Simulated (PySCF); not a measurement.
## UHF on Se (selenium, neutral)

Configuration: [Ar] 3d10 4s2 4p4, high-spin 3P determinant. Calculation: PySCF 2.14, in aug-cc-pVQZ-PP with one added diffuse shell each of s, p, d, f, g type with ECP10MDF (8s7p6d4f3g, 114 functions); scalar relativity through the core potential.

- Total energy: -371.864099 hartree
- One-electron energy: -655.7994 hartree
- Hartree (Coulomb) energy: 311.6734 hartree
- Exchange energy: -27.7381 hartree
- ⟨S²⟩: 2.0111
- ⟨L²⟩: 2.044
- Sum of ⟨r⟩: 23.76 bohr
- Sum of ⟨r²⟩: 40.37 bohr²
- Traceless quadrupole moment −½Σ⟨3z² − r²⟩ along its main axis: -2.56 e·bohr²

| shell | electrons | mean orbital energy (hartree) | spread (hartree) | rms radius, mean of both spins (bohr) |
| --- | --- | --- | --- | --- |
| 3s α | 1 | -8.92111 | 0 | 0.615 |
| 3s β | 1 | -8.90660 | 0 | 0.615 |
| 3p α | 3 | -6.80167 | 0.02062 | 0.637 |
| 3p β | 3 | -6.78495 | 0.00124 | 0.637 |
| 3d α | 5 | -2.60444 | 0.01917 | 0.690 |
| 3d β | 5 | -2.59415 | 0.00889 | 0.690 |
| 4s α | 1 | -0.95897 | 0 | 1.97 |
| 4s β | 1 | -0.76452 | 0 | 1.97 |
| 4p α | 3 | -0.42582 | 0.06364 | 2.48 |
| 4p β | 1 | -0.34739 | 0 | 2.48 |

Energies and moments cover only the electrons outside the core potential.
